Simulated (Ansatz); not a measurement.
`[CH3][Ti]([CH3])([CH3])[F]`, charge 0, multiplicity 1.

Problem. Give a relaxed structure at PBE0-D4/def2-TZVP (the Gaussian-basis code of Ansatz). (Best estimate.)

Solution. Computed: 
```xyz
14

C     0.114    0.605    1.822
Ti    0.485    0.308   -0.179
C     0.738   -1.711   -0.477
C    -1.193    0.889   -1.219
F     1.903    1.211   -0.705
H    -0.899    0.261    2.058
H     0.831    0.030    2.419
H     0.203    1.664    2.087
H     1.728   -2.038   -0.146
H    -0.026   -2.258    0.087
H     0.626   -1.945   -1.542
H    -1.987    0.150   -1.066
H    -0.984    0.973   -2.290
H    -1.538    1.861   -0.849
```
Point group C3.
This is one stationary point; other conformers may exist.
